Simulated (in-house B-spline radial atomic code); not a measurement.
# RPA and G0W0 on HSE06: Fe IX (Fe8+)

Configuration [Ne] 3s2 3p6, mean-field start HSE06. Computed with an all-electron radial atomic-structure program (B-spline basis): all electrons, scalar-relativistic (spin-free one-electron X2C), finite nucleus, each spin shell either full or empty, empty states to l = 9 with an (l + 1/2)⁻⁴ tail; G0W0 by contour deformation at full frequency.

Command:
```bash
python run_gw.py task.json out
```
Settings (radii: box in bohr, nucleus in fm):
```
Z                        26
electrons                18
configuration            [Ne] 3s2 3p6
hamiltonian              x2c
method                   hse06
lmax                     9
rms_radius               3.7377
spin_polarised           False
box_radius               7.7
intervals                67
```

Cost of the run: 1.3 s on 1 thread of Arm Neoverse V2, on a shared host.

Energies (hartree):

| term | value |
| --- | --- |
| mean-field total | -1251.80929 |
| Hartree-Fock functional on these orbitals | -1251.14846 |
| direct second order | -1.4138 |
| second-order exchange | 0.47121 |
| SOSEX correction | 0.4345 |

Q: What is the RPA correlation energy, and what remains with SOSEX?

A: RPA gives -1.2538 hartree (-1.9 eV per electron); RPA + SOSEX gives -0.81933, and the second-order doubles -0.94255 hartree (no singles). RPA lacks exchange-type terms and so overcorrelates at short range.

Quasi-particle levels (eV):

| level | occupied | mean field | Σx - vxc | Σc | QP weight | G0W0 |
| --- | --- | --- | --- | --- | --- | --- |
| 3p | yes | -223.78 | -10.31 | ? | ? | ? |
| 2p | yes | -895.96 | -38.82 | 10.66 | 0.927 | -924.12 |
| 3d | no | -161.63 | 13.37 | -3.29 | 0.976 | -151.54 |

G0W0 = mean field + (Σx - vxc) + Σc, with Σc (partial-wave tail included) taken at the quasi-particle energy. Only the outer levels were computed. Levels of low weight are left out.

Q: Where does G0W0 put 3p?

A: At -234.55 eV, with Σc = -0.47 eV and a quasi-particle weight of 0.966. The tabulated removal energy is 233.6 ± 0.4 eV (NIST, semi-empirical); the calculation leaves out spin-orbit coupling, Breit and QED terms, and what these don't explain is the method's own error.
